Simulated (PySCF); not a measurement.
## Calculated data, Al2H2N, AlBCl2, CH4AlBSi, CH3Al2Cl and others

All values are calculated (PySCF 2.14.0). Calculation on a computer-drawn molecule: the log of a Hartree-Fock and frozen-core CCSD(T) single point meant for a local Hartree-Fock minimum, with one planted fault or none, to be diagnosed. Offsets are logged minus clean, where the clean run is the same molecule without the fault. The reference is restricted for singlets and unrestricted otherwise, and also for a bond in bohr or an excited solution. Adding or removing an electron swaps singlet and doublet. The excited solution moves the top pair (singlet) or top alpha electron (doublet) to the lowest empty orbital. Highest occupied and lowest empty are orbital energies over both spins, largest force is the largest gradient component, triples share is (T) over the correlation energy, the T1 limit is 0.02 restricted and 0.045 unrestricted, electrons count all cores, a negative frequency is imaginary (commonest isotopes), and the dipole is about the centre of nuclear charge.

Common to all runs: logged SCF converged yes; logged CC converged yes; logged SCF stable within its kind yes; possible faults no fault, one electron removed, one electron added, multiplicity raised by two, geometry at a saddle point, SCF held on an excited solution, minimal basis STO-3G, one bond length entered in bohr, all coordinates scaled.

(1) Al2H2N

Logged structure:
```xyz
5
Al2H2N
Al    -0.2989    -0.2626     1.7123
N     -0.8851    -0.4085     0.1946
Al    -1.5554    -0.4341    -1.4244
H      0.2569    -0.1184     3.1571
H     -1.4782    -1.7634    -2.3260
```

```
meant charge                         : 0
meant multiplicity                   : 2
meant basis                          : cc-pV(D+d)Z
logged electrons                     : 35
logged basis functions               : 25
logged spin squared                  : 0.7683
logged highest occupied              : -2.2183 eV
logged lowest empty                  : 8.6475 eV
logged largest force                 : 0.041708 hartree/bohr
logged T1 diagnostic                 : 0.03614
logged D1 diagnostic                 : 0.097066
logged triples share                 : 0.073409
logged dipole magnitude              : 2.9221 debye
logged energy HF                     : -532.7804 hartree
logged energy CCSD(T)                : -532.9524 hartree
planted fault                        : minimal basis STO-3G
HF energy offset from clean run      : 4159 kcal/mol
CCSD(T) energy offset from clean run : 4246 kcal/mol
```

Drawn bonds:
```tsv
atom	other atom	order
1	2	1
2	3	2
1	4	1
3	5	1
```

(2) AlBCl2

Logged structure:
```xyz
4
AlBCl2
Al    -0.7326    -3.0806     3.2904
B     -1.2896    -1.2382     1.7410
Cl    -0.5052     0.5355     1.9182
Cl    -2.5404    -1.4689     0.2661
```

```
meant charge                         : 0
meant multiplicity                   : 1
meant basis                          : cc-pV(D+d)Z
logged electrons                     : 52
logged basis functions               : 83
logged spin squared                  : 0
logged highest occupied              : -8.3408 eV
logged lowest empty                  : -0.17598 eV
logged largest force                 : 0.04478 hartree/bohr
logged T1 diagnostic                 : 0.01642
logged D1 diagnostic                 : 0.056609
logged triples share                 : 0.031521
logged dipole magnitude              : 3.7199 debye
logged energy HF                     : -1185.63067 hartree
logged energy CCSD(T)                : -1186.08503 hartree
planted fault                        : all coordinates scaled, by +9.4 %
HF energy offset from clean run      : 14.68 kcal/mol
CCSD(T) energy offset from clean run : 14.27 kcal/mol
```

Drawn bonds:
```tsv
atom	other atom	order
1	2	1
2	3	1
2	4	1
```

(3) CH4AlBSi

Logged structure:
```xyz
8
CH4AlBSi
Al    -1.6342    -3.0579     3.0422
B     -0.7149    -1.3676     1.9027
C     -0.2120    -0.2631     1.2174
Si    -1.1862     1.3163     1.2717
H      0.7192    -0.2826     0.6557
H     -2.4111     1.1119     2.0886
H     -0.4126     2.4293     1.8771
H     -1.6068     1.7600    -0.0811
```

```
meant charge                         : 0
meant multiplicity                   : 1
meant basis                          : cc-pV(D+d)Z
logged electrons                     : 42
logged basis functions               : 94
logged spin squared                  : 2.0969
logged highest occupied              : -6.8966 eV
logged lowest empty                  : -0.27792 eV
logged largest force                 : 0.028625 hartree/bohr
logged T1 diagnostic                 : 0.039957
logged D1 diagnostic                 : 0.14739
logged triples share                 : 0.040358
logged dipole magnitude              : 2.6185 debye
logged energy HF                     : -595.62392 hartree
logged energy CCSD(T)                : -596.02787 hartree
planted fault                        : multiplicity raised by two
HF energy offset from clean run      : 20.37 kcal/mol
CCSD(T) energy offset from clean run : 31.4 kcal/mol
```

Drawn bonds:
```tsv
atom	other atom	order
1	2	1
2	3	2
3	4	1
3	5	1
4	6	1
4	7	1
4	8	1
```

(4) CH3Al2Cl

Logged structure:
```xyz
7
CH3Al2Cl
Al    -1.4723     0.4303    -0.3899
C      0.2573     0.3405     0.6180
Al     1.9171     1.0609    -0.0438
Cl     2.2360     3.1614     0.0969
H      0.0137     0.8601     1.5623
H      0.4013    -0.7282     0.8535
H      3.0535     0.2435    -0.7584
```

```
meant charge                         : 0
meant multiplicity                   : 1
meant basis                          : cc-pV(D+d)Z
logged electrons                     : 52
logged basis functions               : 98
logged spin squared                  : 2.0069
logged highest occupied              : -6.2334 eV
logged lowest empty                  : -0.0036034 eV
logged largest force                 : 0.01102 hartree/bohr
logged T1 diagnostic                 : 0.01593
logged D1 diagnostic                 : 0.067425
logged triples share                 : 0.028705
logged dipole magnitude              : 2.337 debye
logged energy HF                     : -982.96742 hartree
logged energy CCSD(T)                : -983.39084 hartree
planted fault                        : multiplicity raised by two
HF energy offset from clean run      : 33.24 kcal/mol
CCSD(T) energy offset from clean run : 49.75 kcal/mol
```

Drawn bonds:
```tsv
atom	other atom	order
1	2	1
2	3	1
3	4	1
2	5	1
2	6	1
3	7	1
```

(5) CH4AlNSi

Logged structure:
```xyz
8
CH4AlNSi
Al    -1.3495    -1.0303    -2.2713
N      0.3071    -0.4565    -1.7534
C      0.4265     0.1992    -0.5231
Si    -0.4586     1.5779     0.0206
H      1.1857    -0.7887    -2.1125
H      1.1696    -0.1984     0.1689
H     -1.4830     2.2264    -0.8139
H     -0.4001     1.9614     1.4375
```

```
meant charge                         : 0
meant multiplicity                   : 1
meant basis                          : cc-pV(D+d)Z
logged electrons                     : 44
logged basis functions               : 94
logged spin squared                  : 2.0423
logged highest occupied              : -5.6885 eV
logged lowest empty                  : 0.65841 eV
logged largest force                 : 0.090677 hartree/bohr
logged T1 diagnostic                 : 0.027726
logged D1 diagnostic                 : 0.10297
logged triples share                 : 0.031238
logged dipole magnitude              : 2.2388 debye
logged energy HF                     : -625.38872 hartree
logged energy CCSD(T)                : -625.87261 hartree
planted fault                        : multiplicity raised by two
HF energy offset from clean run      : 34.98 kcal/mol
CCSD(T) energy offset from clean run : 57.04 kcal/mol
```

Drawn bonds:
```tsv
atom	other atom	order
1	2	1
2	3	1
3	4	2
2	5	1
3	6	1
4	7	1
4	8	1
```

(6) Al2BH4N

Logged structure:
```xyz
8
Al2BH4N
Al    -1.7827     3.7024     1.3172
N     -1.2101     2.0802     0.6516
B     -0.4266     2.2827    -0.4962
Al     0.4937     0.7047    -1.6672
H     -1.3659     1.1412     0.9689
H     -0.2944     3.4637    -0.8020
H      1.3537     0.9698    -2.9768
H      0.3214    -0.8171    -1.2257
```

```
meant charge                         : 0
meant multiplicity                   : 1
meant basis                          : cc-pV(D+d)Z
logged electrons                     : 43
logged basis functions               : 94
logged spin squared                  : 0.7656
logged highest occupied              : -0.23898 eV
logged lowest empty                  : 4.7475 eV
logged largest force                 : 0.034008 hartree/bohr
logged T1 diagnostic                 : 0.026121
logged D1 diagnostic                 : 0.11519
logged triples share                 : 0.034282
logged dipole magnitude              : 7.8053 debye
logged energy HF                     : -565.31587 hartree
logged energy CCSD(T)                : -565.76164 hartree
planted fault                        : one electron added
HF energy offset from clean run      : 6.684 kcal/mol
CCSD(T) energy offset from clean run : -4.943 kcal/mol
```

Drawn bonds:
```tsv
atom	other atom	order
1	2	1
2	3	1
3	4	1
2	5	1
3	6	1
4	7	1
4	8	1
```

(7) Al2HN

Logged structure:
```xyz
4
Al2HN
Al    -0.6124     0.2031     3.8608
N     -1.0226     0.7935     2.2556
Al    -1.4054     1.3450     0.7572
H     -1.7681     1.8676    -0.6631
```

```
meant charge                         : 0
meant multiplicity                   : 1
meant basis                          : cc-pV(D+d)Z
logged electrons                     : 34
logged basis functions               : 65
logged spin squared                  : 2.0245
logged highest occupied              : -4.696 eV
logged lowest empty                  : 0.66213 eV
logged largest force                 : 0.0069048 hartree/bohr
logged T1 diagnostic                 : 0.036795
logged D1 diagnostic                 : 0.12406
logged triples share                 : 0.046396
logged dipole magnitude              : 3.5295 debye
logged energy HF                     : -538.77588 hartree
logged energy CCSD(T)                : -539.06038 hartree
planted fault                        : multiplicity raised by two
HF energy offset from clean run      : 48.61 kcal/mol
CCSD(T) energy offset from clean run : 64.61 kcal/mol
```

Drawn bonds:
```tsv
atom	other atom	order
1	2	1
2	3	2
3	4	1
```

(8) B2H2N

Logged structure:
```xyz
5
B2H2N
B      0.0340    -3.5611     0.8396
B      0.5417    -2.1104     1.4410
N      0.9144    -1.0454     1.8825
H     -0.3276    -4.5947     0.4118
H      1.2206    -0.1706     2.2450
```

```
meant charge            : 1
meant multiplicity      : 1
meant basis             : cc-pVDZ
logged electrons        : 18
logged basis functions  : 17
logged spin squared     : 0
logged highest occupied : -16.772 eV
logged lowest empty     : -4.2769 eV
logged largest force    : 0.062351 hartree/bohr
logged T1 diagnostic    : 0.029985
logged D1 diagnostic    : 0.0729
logged triples share    : 0.031347
logged dipole magnitude : 4.6492 debye
logged energy HF        : -103.33394 hartree
logged energy CCSD(T)   : -103.52277 hartree
planted fault           : ?
```

Drawn bonds:
```tsv
atom	other atom	order
1	2	1
2	3	2
1	4	1
3	5	1
```

Notes: T1 above single-reference limit.

(9) B2H2N

Logged structure:
```xyz
5
B2H2N
B      0.0340    -3.5611     0.8396
B      0.9934    -0.8196     1.9761
N      1.3662     0.2454     2.4176
H     -0.3276    -4.5947     0.4118
H      1.6724     1.1202     2.7801
```

```
meant charge            : 1
meant multiplicity      : 1
meant basis             : cc-pVDZ
logged electrons        : 18
logged basis functions  : 52
logged spin squared     : 0.9088
logged highest occupied : -15.565 eV
logged lowest empty     : -6.9053 eV
logged largest force    : 0.026062 hartree/bohr
logged T1 diagnostic    : 0.078115
logged D1 diagnostic    : 0.30681
logged triples share    : 0.043698
logged dipole magnitude : 10.712 debye
logged energy HF        : -104.48493 hartree
logged energy CCSD(T)   : -104.79667 hartree
planted fault           : ?
```

Drawn bonds:
```tsv
atom	other atom	order
1	2	1
2	3	2
1	4	1
3	5	1
```

Notes: T1 above single-reference limit.

(10) B2H2N

Logged structure:
```xyz
5
B2H2N
B      0.0307    -3.2157     0.7582
B      0.4891    -1.9057     1.3013
N      0.8257    -0.9440     1.6999
H     -0.2958    -4.1490     0.3718
H      1.1022    -0.1540     2.0272
```

```
meant charge            : 1
meant multiplicity      : 1
meant basis             : cc-pVDZ
logged electrons        : 18
logged basis functions  : 52
logged spin squared     : 0
logged highest occupied : -19.081 eV
logged lowest empty     : -6.4873 eV
logged largest force    : 0.20227 hartree/bohr
logged T1 diagnostic    : 0.023389
logged D1 diagnostic    : 0.055911
logged triples share    : 0.036989
logged dipole magnitude : 4.3236 debye
logged energy HF        : -104.5692 hartree
logged energy CCSD(T)   : -104.886 hartree
planted fault           : ?
```

Drawn bonds:
```tsv
atom	other atom	order
1	2	1
2	3	2
1	4	1
3	5	1
```

Notes: T1 above single-reference limit.

Question: Which fault was planted in the run of B2H2N (entry 8)?
Answer: minimal basis STO-3G

Question: Which fault was planted in the run of B2H2N (entry 9)?
Answer: one bond length entered in bohr, row 1 of the drawn bonds

Question: B2H2N (entry 10): planted fault?
Answer: all coordinates scaled, by -9.7 %

Further results for B2H2N (entry 8):

```
HF energy offset from clean run      : 817.1 kcal/mol
CCSD(T) energy offset from clean run : 908.1 kcal/mol
```

Further results for B2H2N (entry 9):

```
HF energy offset from clean run      : 94.88 kcal/mol
CCSD(T) energy offset from clean run : 108.7 kcal/mol
```

Further results for B2H2N (entry 10):

```
HF energy offset from clean run      : 42 kcal/mol
CCSD(T) energy offset from clean run : 52.69 kcal/mol
```
